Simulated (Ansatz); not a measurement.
Consider the cleavage of the Ge–Si bond: `B[SiH]([GeH3])C#N` + `CNc1ccccc1` → `C[N]([GeH3])c1ccccc1` + `B[SiH2]C#N`.

Computed with Ansatz on PBE0-D4/def2-TZVP structures; ΔE is electronic, products minus reactants. CCSD(T)/CBS adds triple-zeta CCSD(T) − MP2 to the extrapolated MP2 energy (def2 sets, frozen cores). DFT in def2-TZVPP. For Ge outer-core shells are correlated without core-valence functions, which leaves a few kJ/mol of doubt a bond. Scalar relativity is left out up to krypton. Each species was taken in one conformer, which may not be the lowest.

| level | ΔE (kJ/mol) |
| --- | --- |
| r2SCANh | 39.2 |
| CCSD/def2-TZVPP | 20.6 |

Problem. What does CCSD(T)/CBS give? (Estimate.)

Solution. The calculation gave: +22.9 kJ/mol. The listed levels differ from it by 16.3, -2.3 kJ/mol.

Largest T1 diagnostic among the species: 0.014.

From BLYP to BHLYP (50 % exact exchange), in def2-TZVPP and without D4, ΔE moves by −11.8 kJ/mol. Leaving LDA and LC-ωPBE aside and taking each functional with its dispersion term where it has one, the values, not all of them listed here, spread over 18.6 kJ/mol, from CAM-B3LYP-D4 to PBE-D4. LDA lies −8.2 kJ/mol from PBE without D4. At CCSD(T), def2-SVP lies −5.2 kJ/mol from the extrapolated value and def2-TZVPP −3.3 kJ/mol.

CCSD(T)/CBS has its own doubt, a few kJ/mol and more with outer-core shells, so smaller differences from it don't rank the levels.
